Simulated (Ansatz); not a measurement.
`B[SiH](C)OC` + `C=[N][SnH3]` → `B[SiH](C)N=C` + `C[O][SnH3]`  (redistribution)

Program: Ansatz. Geometries: PBE0-D4/def2-TZVP. ΔE: electronic, gas phase. CCSD(T)/CBS adds triple-zeta CCSD(T) − MP2 to the extrapolated MP2 energy (def2 sets, frozen cores). DFT in def2-TZVPP. def2 core potentials past Kr. For Sn outer-core shells are correlated without core-valence functions, which leaves a few kJ/mol of doubt a bond. One conformer a species, not always the lowest.

Q: Is it downhill or uphill in electronic energy at CCSD(T)/CBS, and by how much? (Best estimate.)

A: The calculation gave: Uphill: ΔE = +29.2 kJ/mol.

Q: What do these levels give: PBE-D4, r2SCAN-D4, PBE0-D4, ωB97X-V, PBE, r2SCAN, MP2/def2-TZVPP, SCS-MP2/def2-TZVPP, HF/def2-QZVPP, MP2/def2-QZVPP, SCS-MP2/def2-QZVPP, HF/CBS(def2)? (Estimate.)

A: Ansatz gave: PBE-D4 25.8, r2SCAN-D4 27.9, PBE0-D4 28.1, ωB97X-V 28.8, PBE 25.6, r2SCAN 27.9, MP2/def2-TZVPP 32.4, SCS-MP2/def2-TZVPP 31.7, HF/def2-QZVPP 30.6, MP2/def2-QZVPP 30.2, SCS-MP2/def2-QZVPP 29.6, HF/CBS(def2) 30.5 kJ/mol.

Largest T1 diagnostic among the species: 0.014.
